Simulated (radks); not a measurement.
Results of a calculation; reference values are marked as such.
Q: Level of theory: Dirac Kohn-Sham, PBEsol, spin-unpolarised, spherical densities, point nucleus; open shells are shared between the two j in proportion to 2j + 1 (a radial shooting solver on a logarithmic mesh with Libxc functionals). Each species is in its NIST ground configuration. Rank Ag3+, Mo3+, Tc3+, Rh3+, Zr3+, Cd3+, Nb3+, Pd3+, Ru3+ by Delta-SCF ionisation energy (eV), largest first.

A: Cd3+ 54.035, Ag3+ 51.689, Pd3+ 49.318, Rh3+ 46.919, Ru3+ 44.484, Tc3+ 42.005, Mo3+ 39.470, Nb3+ 36.863, Zr3+ 34.164.
